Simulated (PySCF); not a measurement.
Polarisability and C₆ of B⁺ (boron, charge +1)

[He] 2s2, closed-shell 1S. Calculation: PySCF 2.14, in aug-cc-pV5Z; the non-relativistic Hamiltonian (point nucleus). Coupled (time-dependent) response in atomic units; α is the mean over directions.

| method | mean α (bohr³) | C₆ (like pair) | S(−4) |
| --- | --- | --- | --- |
| UHF | 11.38 | 31.70 | 114.8 |
| PBE | 10.64 | 28.82 | 99.70 |
| PBE0 | 10.77 | 29.32 | 102.3 |
| MN15 | 10.82 | 28.31 | 114.1 |
| wB97X-V | 10.92 | 30.06 | 104.1 |

S(−4) is the Cauchy moment in α(ω) = α(0) + S(−4) ω² + …

α(iu) at UHF:

```json
{"u (hartree)": "0", "α(iu) (bohr³)": "11.38"}
{"u (hartree)": "0.0500", "α(iu) (bohr³)": "11.10"}
{"u (hartree)": "0.100", "α(iu) (bohr³)": "10.34"}
{"u (hartree)": "0.200", "α(iu) (bohr³)": "8.149"}
{"u (hartree)": "0.300", "α(iu) (bohr³)": "6.072"}
{"u (hartree)": "0.500", "α(iu) (bohr³)": "3.440"}
{"u (hartree)": "0.750", "α(iu) (bohr³)": "1.941"}
{"u (hartree)": "1.00", "α(iu) (bohr³)": "1.244"}
{"u (hartree)": "1.50", "α(iu) (bohr³)": "0.6448"}
{"u (hartree)": "2.00", "α(iu) (bohr³)": "0.3997"}
{"u (hartree)": "3.00", "α(iu) (bohr³)": "0.2024"}
{"u (hartree)": "5.00", "α(iu) (bohr³)": "0.08673"}
```

For an ion, C₆ is the dispersion term alone; charge-induced terms of lower order in 1/R come first.
